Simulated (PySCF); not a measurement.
SbHBr₂, SMILES [Br][SbH][Br]. Heavy atoms are numbered as in [SbH:1]([Br:3])[Br:4]. Hydrogens are named by the atom that carries them.

Geometry: PBE0-D3(BJ)/def2-SVP. The structure was generated by enumeration; whether it is a known compound was not checked. The def2 effective core potentials stand for the cores of Sb; spin–orbit coupling is left out.

Calculation: r2SCAN/def2-TZVPD (PySCF).

Mulliken values depend strongly on the basis, most of all with diffuse functions as here. ESP charges are fitted to the potential on shells at 1.4 to 2.0 van der Waals radii. Atomic charges (e), one atom of each kind:

| atom | ESP fit | Mulliken |
|---|---|---|
| Sb1 (SbH) | … | 0.58 |
| H on Sb1 | … | 0.01 |
| Br3 | … | -0.30 |

Question: Complete the blanks. (An estimate is asked for; the answer gives what the named calculation found.)

Answer: 
- Sb1 (SbH), ESP fit: 0.33
- H on Sb1, ESP fit: -0.01
- Br3, ESP fit: -0.16
